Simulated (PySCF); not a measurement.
## Field gradients at the hydrogen positions

Species: C₃H₁₁NOSi₂.
SMILES with atom numbers: `[CH2:1]=[CH:2][Si@H:3]([OH:4])[SiH2:5][NH:6][CH3:7]` (hydrogens: H8, H9 on C1; H10 on C2; H11 on Si3; H12 on O4; H13, H14 on Si5; H15 on N6; H16, H17, H18 on C7)

Geometry (GFN2-xTB, Å), atoms numbered from 1 in this order:
```
atom  x, y, z in Å
C1    -2.427   -1.362    0.538
C2    -2.275   -0.247   -0.159
Si3   -1.194    1.220    0.351
O4    -1.806    2.597   -0.289
Si5    0.987    0.967   -0.334
N6     1.473   -0.606    0.157
C7     2.783   -1.133   -0.125
H8    -3.036   -2.187    0.200
H9    -1.953   -1.496    1.497
H10   -2.785   -0.181   -1.116
H11   -1.426    1.510    1.769
H12   -1.934    2.709   -1.226
H13    1.890    2.041    0.144
H14    1.205    0.970   -1.797
H15    1.100   -0.983    1.015
H16    3.538   -0.791    0.593
H17    3.085   -0.798   -1.115
H18    2.766   -2.224   -0.115
```

Level: PBE0/pcSseg-1 (PySCF, non-relativistic); Q(2H) = 0.00286 b; rigid geometry, the same for H and D, with no vibrational averaging.

Problem. Rank these positions by the coupling χzz of a deuteron there, largest first.
A. H18 (methyl hydrogen)
B. H9 (vinylic hydrogen)
C. H13 (Si–H hydrogen)
D. H16 (methyl hydrogen)
E. H12 (hydroxyl hydrogen)
F. H11 (Si–H hydrogen)

Solution. E (348 kHz), B (224 kHz), A (204 kHz), D (198 kHz), F (108 kHz), C (100 kHz).

Problem. Tabulate Vzz, the asymmetry η and χzz = 234.96 MHz × Q × Vzz for every hydrogen position.

Solution. 
```
atom  bonded to  bond length (Å)  Vzz (au)     η  χzz (kHz)
  H8         C1            1.080    0.3304  0.04        222
  H9         C1            1.078    0.3338  0.05        224
 H10         C2            1.086    0.3232  0.04        217
 H11        Si3            1.466    0.1603  0.03        108
 H12         O4            0.952    0.5182  0.06        348
 H13        Si5            1.482    0.1491  0.03        100
 H14        Si5            1.479    0.1527  0.05        103
 H15         N6            1.008    0.4235  0.19        285
 H16         C7            1.096    0.2948  0.05        198
 H17         C7            1.087    0.3093  0.07        208
 H18         C7            1.092    0.3038  0.05        204
```

Problem. Average by the element that carries the hydrogen.

Solution. on C: 212 kHz over 6 positions, mean bond length 1.087 Å; on Si: 104 kHz over 3 positions, mean bond length 1.475 Å; on O: 348 kHz over 1 position, mean bond length 0.952 Å; on N: 285 kHz over 1 position, mean bond length 1.008 Å.

Problem. How does χzz go with the bond length over the 6 C–H bonds?

Solution. A straight-line fit has a slope of -15.0 kHz for each 0.01 Å, with a correlation coefficient of -0.97, over lengths from 1.078 to 1.096 Å. The longer bonds have the smaller couplings here.

Problem. A static deuteron (I = 1) shows a doublet split by (3/2)χ, (3/4)χ(1 + η) and (3/4)χ(1 − η) with the field along z, y and x of the gradient. What are these for H8?

Solution. With |χ| = 222.1 kHz and η = 0.040: 333, 173 and 160 kHz, to first order and without motion.

One conformer (not necessarily the lowest) at the GFN2-xTB geometry, without solvent, vibrations or thermal averaging. GFN2-xTB bond lengths can be off by several hundredths of an ångström, more for odd bonds, and the gradients follow them. The small basis limits the accuracy of the gradients.
